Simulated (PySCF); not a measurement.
W(NH)2(F)(Br) (BrFH₂N₂W), SMILES [NH]=[W](=[NH])([F])[Br], multiplicity 1.

Geometry: B3LYP-D3(BJ)/def2-SVP. The spin state was assumed, not searched. The structure was generated by enumeration; whether it is a known compound was not checked. The def2 effective core potentials stand for the cores of W; spin–orbit coupling is left out.

Method: PBE/def2-TZVP (PySCF).

Symmetry labels are those of the subgroup Cs that the program uses (full group Cs).

Task: List the valence orbital energies around the gap with their symmetry. (Estimate from the structure and the level; the computed values follow.)

Result: 
```
orbital  symmetry  energy (eV)
-------  --------  -----------
HOMO−7         A"       -10.46
HOMO−6         A'        -9.39
HOMO−5         A"        -8.57
HOMO−4         A'        -8.41
HOMO−3         A'        -7.80
HOMO−2         A"        -7.33
HOMO−1         A'        -7.22
HOMO           A"        -6.80
LUMO           A'        -2.93
LUMO+1         A"        -2.13
LUMO+2         A'        -2.00
LUMO+3         A'        -1.44
```
